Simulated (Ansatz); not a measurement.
Reaction (redistribution): `CO[SiH](N)O` + `C[SiH](N)[GeH2][NH2]` → `CO[SiH](C)N` + `[NH2][GeH2][SiH](N)O`

Isolated molecules relaxed with PBE0-D4/def2-TZVP in Ansatz; ΔE leaves out vibrations. CBS: MP2 limit from def2 TZ/QZ plus the TZ coupled-cluster correction, frozen cores. DFT in def2-TZVPP. B3LYP here is the variant with VWN-RPA as its local correlation; programs differ in this. For Ge outer-core shells are correlated without core-valence functions, which leaves a few kJ/mol of doubt a bond. Scalar relativity is left out up to krypton. One conformer a species, not always the lowest.

Problem. Is it downhill or uphill in electronic energy at CCSD(T)/CBS, and by how much? (Estimate.)

Solution. Computed: Uphill: ΔE = +10.9 kJ/mol.

Problem. What do these levels give: PBE0-D4, B3LYP-D4, ωB97M-V, r2SCAN, PBE0, B3LYP, HF/def2-TZVPP, MP2/def2-TZVPP, SCS-MP2/def2-TZVPP, HF/CBS(def2), MP2/CBS(def2), CCSD/CBS(def2)? (An estimate is asked.)

Solution. Computed: PBE0-D4 10.4, B3LYP-D4 8.9, ωB97M-V 9.6, r2SCAN 11.6, PBE0 10.2, B3LYP 8.4, HF/def2-TZVPP 10.1, MP2/def2-TZVPP 11.6, SCS-MP2/def2-TZVPP 11.0, HF/CBS(def2) 9.7, MP2/CBS(def2) 10.5, CCSD/CBS(def2) 10.6 kJ/mol.

Largest T1 diagnostic among the species: 0.011.
